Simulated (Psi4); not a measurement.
CdCl (SMILES [Cl][Cd+]), charge +1, singlet, at a GFN2-xTB geometry (such geometries of metal compounds can be far from the true shape) (core potentials on Cd); PBE0/def2-SVP run with Psi4.

Psi4 was given this input:
```
memory 2 GB

molecule mol {
1 1
Cd   -0.000000   -0.000000   -0.577064
Cl    0.000000    0.000000    1.629358
}

set {
  basis def2-svp
  reference rks
}

energy('pbe0')
print_variables()
```

The log (banner, timings and long lists left out):

```
   => Loading Basis Set <=

    Name: DEF2-SVP
    Role: ORBITAL
    Keyword: BASIS

    !!!  WARNING: ECP capability is in beta. Please check occupations closely.  !!!

         ---------------------------------------------------------
                                   SCF
               by Justin Turney, Rob Parrish, Andy Simmonett
                          and Daniel G. A. Smith
                              RKS Reference
         ---------------------------------------------------------

  ==> Geometry <==

    Molecular point group: c2v
    Full point group: C_inf_v

    Geometry (in Angstrom), charge = 1, multiplicity = 1:

       Center              X                  Y                   Z               Mass
    ------------   -----------------  -----------------  -----------------  -----------------
         CD           0.000000000000     0.000000000000    -0.518270279217   113.903365090000
         CL           0.000000000000     0.000000000000     1.688151720783    34.968852682000

  Running in c2v symmetry.

  Rotational constants: A = ************  B =      0.12942  C =      0.12942 [cm^-1]
  Rotational constants: A = ************  B =   3880.03605  C =   3880.03605 [MHz]
  Nuclear repulsion =   81.543898505272324

  Charge       = 1
  Multiplicity = 1
  Electrons    = 36
  Nalpha       = 18
  Nbeta        = 18

  ==> Algorithm <==

  SCF Algorithm Type is DF.
  DIIS enabled.
  MOM disabled.
  Fractional occupation disabled.
  Guess Type is SAD.
  Energy threshold   = 1.00e-06
  Density threshold  = 1.00e-06
  Integral threshold = 1.00e-12

  ==> Primary Basis <==

  Basis Set: DEF2-SVP
    Blend: DEF2-SVP
    Number of shells: 19
    Number of basis functions: 49
    Number of Cartesian functions: 55
    Spherical Harmonics?: true
    Max angular momentum: 3

  Core potential: DEF2-SVP
    Number of shells: 4
    Number of ECP primitives: 14
    Number of ECP core electrons: 28
    Max angular momentum: 3

  ==> DFT Potential <==

   => LibXC <=

    Version 7.1.2
    S. Lehtola, C. Steigemann, M. J. T. Oliveira, and M. A. L. Marques,  SoftwareX 7, 1–5 (2018) (10.1016/j.softx.2017.11.002)

   => Composite Functional: PBE0 <=

    PBE0 Hyb-GGA Exchange-Correlation Functional

    C. Adamo and V. Barone,  J. Chem. Phys. 110, 6158 (1999) (10.1063/1.478522)
    M. Ernzerhof and G. E. Scuseria,  J. Chem. Phys. 110, 5029 (1999) (10.1063/1.478401)

    Deriv               =              1
    GGA                 =           TRUE
    Meta                =          FALSE

    Exchange Hybrid     =           TRUE
    MP2 Hybrid          =          FALSE

   => Exchange Functionals <=

    0.7500   Perdew, Burke & Ernzerhof

   => Exact (HF) Exchange <=

    0.2500               HF

   => Correlation Functionals <=

    1.0000   Perdew, Burke & Ernzerhof

   => LibXC Density Thresholds  <==

    XC_HYB_GGA_XC_PBEH:  1.00E-15

   => Molecular Quadrature <=

    Radial Scheme          =       TREUTLER
    Pruning Scheme         =           NONE
    Nuclear Scheme         =       TREUTLER

    Blocking Scheme        =         OCTREE
    BS radius alpha        =              1
    Pruning alpha          =              1
    Radial Points          =             75
    Spherical Points       =            302
    Total Points           =          42355
    Total Blocks           =            409
    Max Points             =            256
    Max Functions          =             49
    Weights Tolerance      =       1.00E-15

   => Loading Basis Set <=

    Name: (DEF2-SVP AUX)
    Role: JKFIT
    Keyword: DF_BASIS_SCF

  ==> Integral Setup <==

  SCF_SUBTYPE=INCORE selected. In-core MEM_DF algorithm will be used.
  Using in-core AOs.

  ==> MemDFJK: Density-Fitted J/K Matrices <==

    J tasked:                   Yes
    K tasked:                   Yes
    wK tasked:                   No
    Algorithm:                 Core
    Schwarz Cutoff:           1E-12
    Mask sparsity (%):       0.7497
    Fitting Condition:        1E-10

   => Auxiliary Basis Set <=

  Basis Set: (DEF2-SVP AUX)
    Blend: DEF2-UNIVERSAL-JKFIT
    Number of shells: 87
    Number of basis functions: 383
    Number of Cartesian functions: 539
    Spherical Harmonics?: true
    Max angular momentum: 6

  Minimum eigenvalue in the overlap matrix is 2.3715790657E-02.
  Reciprocal condition number of the overlap matrix is 7.1782267221E-03.
    Using symmetric orthogonalization.

  ==> Pre-Iterations <==

  SCF Guess: Superposition of Atomic Densities via on-the-fly atomic UHF (no occupation information).

   -------------------------
    Irrep   Nso     Nmo
   -------------------------
     A1        23      23
     A2         4       4
     B1        11      11
     B2        11      11
   -------------------------
    Total      49      49
   -------------------------

  ==> Iterations <==

                           Total Energy        Delta E     RMS |[F,P]|

   @DF-RKS iter SAD:  -626.90132488963070   -6.26901e+02   0.00000e+00
   @DF-RKS iter   1:  -627.24392845335967   -3.42604e-01   1.12392e-02 DIIS/ADIIS
   @DF-RKS iter   2:  -626.85396381107728    3.89965e-01   2.94508e-02 DIIS/ADIIS
   @DF-RKS iter   3:  -627.32277330228032   -4.68809e-01   2.40098e-03 DIIS/ADIIS
   @DF-RKS iter   4:  -627.32535916215556   -2.58586e-03   4.67400e-04 DIIS/ADIIS
   @DF-RKS iter   5:  -627.32541450613053   -5.53440e-05   1.39180e-04 DIIS/ADIIS
   @DF-RKS iter   6:  -627.32542699104238   -1.24849e-05   1.19381e-05 DIIS
   @DF-RKS iter   7:  -627.32542706048412   -6.94417e-08   4.97234e-06 DIIS
   @DF-RKS iter   8:  -627.32542707181085   -1.13267e-08   8.34031e-07 DIIS
  Energy and wave function converged.

  ==> Post-Iterations <==

   Electrons on quadrature grid:
      Ntotal   =   35.9999924984 ; deviation = -7.502e-06

    Orbital Energies [Eh]
    ---------------------

    Doubly Occupied:

[...]
    Virtual:

[...]
      23A1    56.316685

    Final Occupation by Irrep:
             A1    A2    B1    B2
    DOCC [     9,    1,    4,    4 ]
    NA   [     9,    1,    4,    4 ]
    NB   [     9,    1,    4,    4 ]

  @DF-RKS Final Energy:  -627.32542707181085

   => Energetics <=

    Nuclear Repulsion Energy =             81.5438985052723240
    One-Electron Energy =               -1085.3485735052008749
    Two-Electron Energy =                 409.3296624494884099
    DFT Exchange-Correlation Energy =     -32.8504145213707304
    Empirical Dispersion Energy =           0.0000000000000000
    VV10 Nonlocal Energy =                  0.0000000000000000
    Total Energy =                       -627.3254270718108501

Computation Completed

Properties will be evaluated at   0.000000,   0.000000,   0.000000 [a0]

Properties computed using the SCF density matrix

 Multipole Moments:

 ------------------------------------------------------------------------------------
     Multipole            Electronic (a.u.)      Nuclear  (a.u.)        Total (a.u.)
 ------------------------------------------------------------------------------------

 L = 1.  Multiply by 2.5417464519 to convert [e a0] to [Debye]
 Dipole X            :          0.0000000            0.0000000            0.0000000
 Dipole Y            :          0.0000000            0.0000000            0.0000000
 Dipole Z            :        -36.5598235           34.6446772           -1.9151463
 Magnitude           :                                                    1.9151463

 ------------------------------------------------------------------------------------

  Variable Map:
  ----------------------------------------------------------------------------
[...]
  Array Variable Map:
  ----------------------------------------------------------------------------
[...]
[...]
```
